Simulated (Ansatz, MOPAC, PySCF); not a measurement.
Lewis adduct: AlH3 (SMILES [AlH3]) (first 4 atoms) with CH4O (SMILES CO); geometry from B3LYP-D3(BJ)/def2-TZVP, rigid monomers moved along the line of their centres of mass till Al1···O6 is 1.80 Å.
(charge 0, multiplicity 1):
```xyz
10

Al    -0.93399    -0.20950     0.66319
H     -1.00403    -1.79704     0.73833
H     -0.19992     0.49796    -0.56239
H     -2.12697     0.59237     1.36059
C      0.17177    -0.14515     3.23696
O      0.40484     0.10261     1.83151
H      1.11830    -0.10409     3.77293
H     -0.24539    -1.14634     3.29829
H     -0.53890     0.57745     3.63644
H      0.84638     0.94957     1.69537
```

Interaction energies are E(AB) − E(A) − E(B) at the monomers' geometry in the complex; basis-set methods are counterpoise corrected. Rows marked so take none.

Frozen-core correlation. Rows in STO-3G carry no dispersion term and start afresh at each structure. The state that PM7 reach isn't checked; PM7 holds dispersion and hydrogen-bond terms.

The values were computed with Ansatz (an electronic-structure program) with Gaussian orbitals; MOPAC for PM7 (differences of heats of formation); PySCF for STO-3G rows, the dispersion terms. Each number belongs to the level named beside it.

Task: One of these levels gives -17.73 kcal/mol for the interaction energy. Which?
(A) HF/STO-3G (no counterpoise)
(B) PM7
(C) PBE0-D3(BJ)/def2-TZVPPD
(D) SCS-MP2/aug-cc-pV(D+d)Z

Result: D, SCS-MP2/aug-cc-pV(D+d)Z. The others give -5.06 (PM7), -40.63 (HF/STO-3G (no counterpoise)), -23.89 (PBE0-D3(BJ)/def2-TZVPPD)
